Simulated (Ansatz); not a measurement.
One change: `[CH2]1[S][SnH2]1` becomes `F[SiH2][SnH]1[CH2][S]1`.

Ansatz, PBE0-D4/def2-TZVP geometries, multiplicity 1. Each molecule was computed in one conformer, which needn't be the lowest.

Elements past krypton have def2 core potentials.

```
                               property  `[CH2]1[S][SnH2]1`
     LUMO energy (PBE0/def2-TZVPP) / eV               -1.03
     HOMO energy (PBE0/def2-TZVPP) / eV               -6.61
    LUMO energy (B3LYP/def2-TZVPP) / eV               -1.25
      LUMO energy (PBE/def2-TZVPP) / eV               -1.74
HOMO–LUMO gap (ωB97M-V/def2-TZVPP) / eV                9.34
      HOMO energy (PBE/def2-TZVPP) / eV               -5.42
```

(1) Give the same properties after the change, and the shifts. (Best estimate.)

Answers

(1) The calculation gave: 
```json
{"property": "LUMO energy (PBE0/def2-TZVPP) / eV", "`F[SiH2][SnH]1[CH2][S]1`": "-1.66", "shift": "-0.63"}
{"property": "HOMO energy (PBE0/def2-TZVPP) / eV", "`F[SiH2][SnH]1[CH2][S]1`": "-6.63", "shift": "-0.02"}
{"property": "LUMO energy (B3LYP/def2-TZVPP) / eV", "`F[SiH2][SnH]1[CH2][S]1`": "-1.84", "shift": "-0.59"}
{"property": "LUMO energy (PBE/def2-TZVPP) / eV", "`F[SiH2][SnH]1[CH2][S]1`": "-2.37", "shift": "-0.63"}
{"property": "HOMO–LUMO gap (ωB97M-V/def2-TZVPP) / eV", "`F[SiH2][SnH]1[CH2][S]1`": "8.78", "shift": "-0.56"}
{"property": "HOMO energy (PBE/def2-TZVPP) / eV", "`F[SiH2][SnH]1[CH2][S]1`": "-5.46", "shift": "-0.04"}
```

The zero-point energy changes by 36.0 kJ/mol with +9 modes.

B3LYP here is the variant with VWN-RPA as its local correlation; programs differ in this.
